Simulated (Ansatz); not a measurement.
The same path of AlCl2H5OSi (10 atoms, charge 0, multiplicity 1) was run twice with different band settings. Lost on the way: Al1–H2, O5–H10. Made: H2–H10.

Method: RKS BLYP-D4/6-31G* in Ansatz.

Relaxed end points:

```xyz
10
Properties=species:S:1:pos:R:3
Al -0.081 0.019 0.145
H 0.128 0.758 1.529
Cl 1.517 0.085 -1.293
Cl -2.048 -0.014 -0.748
O -0.021 -1.866 0.736
Si -0.673 -3.277 -0.075
H 0.154 -4.408 0.438
H -2.100 -3.450 0.305
H -0.473 -3.026 -1.519
H 0.325 -1.993 1.644
```

```xyz
10
Properties=species:S:1:pos:R:3
Al 0.076 -0.373 -0.592
H -0.238 0.167 2.150
Cl 1.960 0.566 -0.667
Cl -1.656 0.779 -0.944
O -0.015 -2.049 -0.356
Si -0.672 -3.571 -0.182
H 0.430 -4.582 -0.156
H -1.442 -3.655 1.100
H -1.592 -3.881 -1.321
H -0.122 -0.573 2.130
```

Common settings: movable images 5; climbing image yes; spring 5.0 eV/Å²; optimiser quadratic models (default); start path through a guess of the saddle point; iteration limit 60; end points relaxed.

| run | force threshold |
| --- | --- |
| 1 | 0.03 eV/Å |
| 2 | 0.2 eV/Å |

(1) What does each run give, and how far can it be trusted?

Answers

(1) Run 1: converged after 23 iterations, highest image 0.727 eV above the first end. A vibrational analysis at the climbing image gives one clearly imaginary mode, 1275i cm⁻¹: a first-order saddle point.
Run 2: converged after 10 iterations, highest image 0.731 eV above the first end. The threshold of 0.2 eV/Å is loose, so the images may lie well off the minimum-energy path. The order of the point at the top wasn't checked.
The orbitals stay closed-shell, which can raise the energy where a bond breaks towards radicals; this wasn't checked here.
